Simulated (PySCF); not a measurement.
Group charges in `C=CCc1ccc(Cl)nc1`

C8H8ClN.
Numbering: `[CH2:1]=[CH:2][CH2:3][c:4]1[cH:5][cH:6][c:7]([Cl:8])[n:9][cH:10]1` (hydrogens: H11, H12 on C1; H13 on C2; H14, H15 on C3; H16 on C5; H17 on C6; H18 on C10)

Cartesian coordinates in Å at the GFN2-xTB level; atoms count from 1:
```xyz
18
C8H8ClN angstrom
C      2.9657    0.7581    0.3477
C      2.0389   -0.1658    0.5113
C      1.1846   -0.7147   -0.5957
C     -0.2601   -0.4299   -0.2985
C     -0.8334    0.7974   -0.6231
C     -2.1550    1.0451   -0.3034
C     -2.8536    0.0343    0.3461
Cl    -4.5048    0.2708    0.7705
N     -2.3313   -1.1281    0.6690
C     -1.0670   -1.3526    0.3558
H      3.1855    1.1785   -0.6203
H      3.5519    1.1292    1.1707
H      1.8311   -0.5731    1.4919
H      1.3363   -1.7947   -0.6661
H      1.4700   -0.2546   -1.5431
H     -0.2442    1.5518   -1.1247
H     -2.6342    1.9799   -0.5430
H     -0.6893   -2.3253    0.6435
```

Atomic charges (e) from the PBE0/pcSseg-1 density (PySCF):

| atom | Mulliken | IAO | Hirshfeld | ESP-fitted |
| --- | --- | --- | --- | --- |
| C1 | -0.1476 | -0.3229 | -0.1043 | -0.5661 |
| C2 | -0.2092 | -0.1257 | -0.0363 | +0.0806 |
| C3 | -0.0665 | -0.2661 | -0.0661 | -0.3510 |
| C4 | -0.4101 | -0.0178 | +0.0037 | -0.2823 |
| C5 | +0.1009 | -0.1203 | -0.0285 | +0.1823 |
| C6 | -0.0389 | -0.1834 | -0.0594 | -0.4941 |
| C7 | +0.1375 | +0.1120 | +0.0720 | +0.5267 |
| Cl8 | -0.0732 | -0.0222 | -0.0397 | -0.1301 |
| N9 | -0.4091 | -0.2706 | -0.1652 | -0.6513 |
| C10 | +0.2383 | -0.0165 | +0.0183 | +0.4772 |
| H11 | +0.1081 | +0.1431 | +0.0444 | +0.2230 |
| H12 | +0.1207 | +0.1553 | +0.0485 | +0.2069 |
| H13 | +0.1118 | +0.1468 | +0.0451 | +0.1079 |
| H14 | +0.1411 | +0.1534 | +0.0506 | +0.1467 |
| H15 | +0.1259 | +0.1464 | +0.0487 | +0.1655 |
| H16 | +0.0794 | +0.1604 | +0.0592 | +0.1213 |
| H17 | +0.1039 | +0.1726 | +0.0558 | +0.1942 |
| H18 | +0.0871 | +0.1555 | +0.0533 | +0.0427 |

Question: Cut each of the bonds C1–C2, C2–C3 and C3–C4 in turn and sum the charges on the side of the atom named first.

Answer: In e; the other side holds the opposite charge:

```tsv
bond cut	piece	atoms	Mulliken	IAO	Hirshfeld	ESP-fitted
C1–C2	CH2	3	+0.081	-0.025	-0.011	-0.136
C2–C3	C2H3	5	-0.016	-0.003	-0.003	+0.052
C3–C4	C3H5	8	+0.184	+0.030	+0.031	+0.013
```

Extremes among these pieces. Mulliken: lowest C2H3 at C2, highest C3H5 at C3; IAO: lowest CH2 at C1, highest C3H5 at C3; Hirshfeld: lowest CH2 at C1, highest C3H5 at C3; ESP-fitted: lowest CH2 at C1, highest C2H3 at C2.

Question: Do the schemes agree better on the pieces than on the single atoms at the cuts?

Answer: The spread between schemes averages 0.152 e for the pieces and 0.345 e for the atoms named first; it is smaller for the piece at 3 of the 3 cuts. On average they agree better on the pieces. The sign differs between schemes (beyond ±0.03 e) for CH2 at C1.

Isolated species at its GFN2-xTB geometry (one conformer only).

The run behind these numbers computed NMR shieldings as well. Hardware: Arm Neoverse V1, one thread (shared host). Cost: 46 s.
